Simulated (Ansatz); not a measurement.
Input file for Ansatz (an electronic-structure program): R-B3LYP/def2-TZVPPD on C2H6Ge (a complex), monomers drawn apart or pushed together. Files ending in .json are basis or fitting sets from the Basis Set Exchange.

Ansatz 0.2 input:
```yaml
crystal:
  periodic: [false, false, false]
  atoms:
    - {symbol: C, position_ang: [0.05906047, 0.53007955, -0.26258428]}
    - {symbol: C, position_ang: [-0.10872583, -0.65430356, -0.22625497]}
    - {symbol: H, position_ang: [0.20757844, 1.58185548, -0.29305975]}
    - {symbol: H, position_ang: [-0.25793945, -1.70579050, -0.19013351]}
    - {symbol: Ge, position_ang: [0.03975637, 0.09506161, 5.00254805]}
    - {symbol: H, position_ang: [-0.73620588, -1.13973952, 4.52346588]}
    - {symbol: H, position_ang: [0.02170066, 0.13717867, 6.54058079]}
    - {symbol: H, position_ang: [-0.62463906, 1.36595463, 4.45543989]}
    - {symbol: H, position_ang: [1.49280289, 0.01676544, 4.51597662]}
basis:
  gaussian:
    orbitals: def2-TZVPPD.json
hamiltonian:
  xc: {name: B3LYP}
scf: {lower_state_search: off}
```

**Question.** Give the final energy of this run.

**Answer.** -2156.8088 hartree.
